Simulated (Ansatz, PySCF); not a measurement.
Input for PySCF:
```python
from pyscf import gto, scf

mol = gto.Mole()
mol.atom = '''
    B    -0.91491923    0.11210003   -0.01661920
    N     0.73087909   -0.08955061    0.01327617
    H    -1.31399349   -0.64168266   -0.84737361
    H    -1.09154966    1.25500958   -0.29974635
    H    -1.29004994   -0.16052617    1.07999077
    H     0.93390981   -1.05286399    0.25124010
    H     1.12008257    0.53455889    0.70957279
    H     1.10004319    0.13185843   -0.90352092
'''
mol.basis = 'aug-cc-pvdz'
mol.verbose = 4
mol.build()

mf = scf.RHF(mol)
mf.kernel()
```

Question: Convert this to an input for Ansatz (a first-principles code).

Answer: Several could match; the one computed here: 
Ansatz 0.2 input:
```yaml
crystal:
  periodic: [false, false, false]
  atoms:
    - {symbol: B, position_ang: [-0.91491923, 0.11210003, -0.01661920]}
    - {symbol: N, position_ang: [0.73087909, -0.08955061, 0.01327617]}
    - {symbol: H, position_ang: [-1.31399349, -0.64168266, -0.84737361]}
    - {symbol: H, position_ang: [-1.09154966, 1.25500958, -0.29974635]}
    - {symbol: H, position_ang: [-1.29004994, -0.16052617, 1.07999077]}
    - {symbol: H, position_ang: [0.93390981, -1.05286399, 0.25124010]}
    - {symbol: H, position_ang: [1.12008257, 0.53455889, 0.70957279]}
    - {symbol: H, position_ang: [1.10004319, 0.13185843, -0.90352092]}
basis:
  gaussian:
    orbitals: aug-cc-pVDZ
hamiltonian:
  xc: hf
accuracy: high
```

Both were run: PySCF gave -82.627327 Eh and Ansatz -82.627327 Eh, 0.000 mEh apart.
